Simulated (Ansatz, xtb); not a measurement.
Isomers of C3H6N2OSi2 in order of energy

3 gas-phase structures of C3H6N2OSi2, from a drawn sample of its isomers (lower ones may exist). Each was relaxed with GFN2-xTB; where two conformers were screened, the lower at r2SCAN-D4/def2-SVP//GFN2-xTB is listed:

A. `C[Si@H](C#N)O[SiH2]C#N`, a singlet
B. `C#C[Si@H](N)O[SiH2]C#N`, a singlet
C. `N#C[C@H]1[SiH2]N[SiH2]C1=O`, a singlet

**Question.** Estimate their order in r2SCAN-D4/def2-SVP//GFN2-xTB energy at these geometries, lowest first.

**Answer.** Calculated order at r2SCAN-D4/def2-SVP//GFN2-xTB: A (0.0), B (20.6), C (31.9) kcal/mol.

Energies above the lowest of each column, in kcal/mol; the last columns are at r2SCAN-D4/def2-SVP geometries:

```
structure  GFN2-xTB  HF/STO-3G  r2SCAN-D4/def2-SVP//GFN2-xTB  r2SCAN-D4/def2-SVP  CCSD(T)/def2-SVP + ΔMP2/def2-TZVPP
        A       0.0        0.0                           0.0                 0.0                                 0.0
        B       3.9       49.8                          20.6                19.1                                16.2
        C      10.4       27.1                          31.9                33.0                                49.4
```

Every level run on A puts it lowest or level with the lowest. Flexible structures stand in one conformer each, not always the lowest. A keeps a small imaginary mode. B keeps a small imaginary mode. The ΔMP2 step shifts differences by up to 12.1 kcal/mol, which makes them less sure. ΔMP2 is the change of the MP2 energy from the smaller to the larger basis.

Programs: Ansatz 0.2.0, xtb 6.7.1.
